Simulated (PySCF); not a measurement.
## Fractional electron number in Hf (hafnium, neutral)

The 5d alpha orbital of [Xe] 4f14 5d2 6s2 is emptied in steps (occupation f), with all orbitals relaxed, ending at [Xe] 4f14 5d1 6s2. Calculation: PySCF 2.14, in def2-TZVP with the def2 core potential (60 electrons); a scalar-relativistic core potential. The exact energy is a straight line in f; departures are measured from the line between the end points of the same method.

Task: Among BHandHLYP, wB97X, B3LYP, which shows the largest delocalisation error (convex curve), and which is closest to linear?

Result: Most convex: B3LYP (-0.648 eV at f = 0.5); closest to linear: wB97X (-0.067 eV).

```csv
f,BHandHLYP (eV),wB97X (eV),B3LYP (eV)
1,0.000,0.000,0.000
0.9,-0.113,-0.022,-0.240
0.7,-0.258,-0.053,-0.555
0.5,-0.294,-0.067,-0.648
0.3,-0.228,-0.057,-0.521
0.1,-0.088,-0.025,-0.210
0,0.000,0.000,0.000
```

```tsv
method	E(f=0) − E(f=1) (eV)	−ε at f=1 (eV)	−ε at f=0.5 (eV)
BHandHLYP	6.603	5.344	6.691
wB97X	6.674	6.443	6.662
B3LYP	6.825	4.158	6.922
```

Reference removal energy between the ground levels: 6.825 eV (measured; NIST Atomic Spectra Database, ionization energies). The calculation has no spin-orbit coupling.
